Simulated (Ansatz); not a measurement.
Input file for `C[CH2][In]([SH])[SH]`:

```yaml
crystal:
  periodic: [false, false, false]
  atoms:
    - {symbol: C, position_ang: [0.464290, -1.038082, 1.440958]}
    - {symbol: C, position_ang: [0.700209, 0.365866, 0.906435]}
    - {symbol: In, position_ang: [-0.288857, 0.754161, -0.966368]}
    - {symbol: S, position_ang: [-1.618693, -0.907934, -2.064525]}
    - {symbol: S, position_ang: [-0.198143, 2.820451, -2.160319]}
    - {symbol: H, position_ang: [-0.595967, -1.234543, 1.619354]}
    - {symbol: H, position_ang: [0.984719, -1.191957, 2.391631]}
    - {symbol: H, position_ang: [0.824245, -1.804378, 0.749728]}
    - {symbol: H, position_ang: [1.763270, 0.560038, 0.743044]}
    - {symbol: H, position_ang: [0.348931, 1.126904, 1.607792]}
    - {symbol: H, position_ang: [-1.401758, -1.829080, -1.110213]}
    - {symbol: H, position_ang: [-0.982245, 2.378554, -3.157518]}
basis:
  gaussian: {orbitals: def2-SVP}
correlation: {method: ccsd_t}
```

```sh
$ ansatz run in.yaml --threads 4 --pin off --events-out ev --progress --plain --max-ram 10444MiB
```

Output of Ansatz, abridged:

```
Functional definition: HF
1316 factors; integrals over basis functions are off by at most 1.5e-3 eV
mean field evaluation 1: about -28945.6687 eV, gradient 2.9e1 eV
mean field evaluation 2: about -28945.6861 eV, gradient 2.9e1 eV
mean field evaluation 4: about -28948.4693 eV, gradient 3.1e0 eV
mean field evaluation 8: about -28948.5122 eV, gradient 1.9e-4 eV
mean field -28948.51224641 eV, -1063.8382030491 hartree, gradient 5.5e-6 eV, S^2 0.000000; 0 other end points of the search recorded, 0 dependent functions left out
16 core orbitals not correlated: weight in the atoms' cores, before any rotation towards them, 1.000 or more for the frozen orbitals, at most 0.000 for the correlated occupied ones
reference -28948.51224641 eV, -1063.8382030491 hartree; 20, 20 occupied and 89, 89 virtual orbitals, 1316 factors
second order -17.38685819 eV of doubles, -0.00000000 eV of singles
cycle   1  -18.60976337 eV  change    -1.2e0 eV  update   9.7e-2
cycle   2  -19.12377366 eV  change   -5.1e-1 eV  update   3.0e-2
cycle   3  -19.20666573 eV  change   -8.3e-2 eV  update   1.3e-2
cycle   4  -19.20464597 eV  change    2.0e-3 eV  update   3.6e-3
cycle   5  -19.20321931 eV  change    1.4e-3 eV  update   1.5e-3
cycle   6  -19.20280010 eV  change    4.2e-4 eV  update   4.5e-4
cycle   7  -19.20271998 eV  change    8.0e-5 eV  update   1.3e-4
cycle   8  -19.20274114 eV  change   -2.1e-5 eV  update   4.9e-5
perturbative correction -0.59893619 eV, -0.0220104991 hartree
Total energy: -28968.31392374 eV, -1064.5659012690 hartree
```

Run time 7.5 s (4 threads of an Intel Xeon Platinum 8375C on a shared host); peak host memory 0.79 GiB.

The correlation energy is -19.802 eV, 3.0 % of it from (T); the T1 diagnostic reads 0.0106.
